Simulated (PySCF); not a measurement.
Bond curve of AsN

Set-up: PySCF, scalar-relativistic core potentials, basis sets As cc-pVTZ-PP with ECP10, N cc-pVTZ. Energies in eV from As + N in their ground configurations at the same level. State: ¹Σ⁺ (singlet), closed shell.

All columns are PBE0. A positive dipole means As(−)N(+).

```csv
R (Å),E (eV),μ (D),Mulliken charge on As (basis-dependent),HOMO (eV),LUMO (eV),Mayer bond order,⟨S²⟩
1.379,-2.365,-2.88,0.35,-8.45,-1.46,3.04,0.00
1.444,-3.590,-2.94,0.35,-8.58,-1.72,3.02,0.00
1.508,-4.267,-2.98,0.35,-8.67,-1.98,3.00,0.00
1.556,-4.507,-3.01,0.35,-8.72,-2.17,2.99,0.00
1.604,-4.572,-3.03,0.35,-8.76,-2.35,2.98,0.00
1.652,-4.502,-3.05,0.35,-8.65,-2.53,2.97,0.00
1.716,-4.252,-3.07,0.35,-8.45,-2.77,2.96,0.00
1.796,-3.765,-3.08,0.35,-8.22,-3.04,2.95,0.00
1.893,-3.028,-3.09,0.34,-7.98,-3.34,2.95,0.00
2.021,-1.930,-3.10,0.32,-7.72,-3.69,2.95,0.00
```

A fit through these points gives, at Re = 1.601 Å, μ = -3.03 D and dμ/dR = -0.405 D/Å; the reduced mass is 11.8 u.

Problem. How strong is the fundamental in the double-harmonic approximation, I = 42.26·(dμ/dR)²/μred km/mol?

Solution. I = 42.26·(-0.405)²/11.8 = 0.587 km/mol at PBE0.
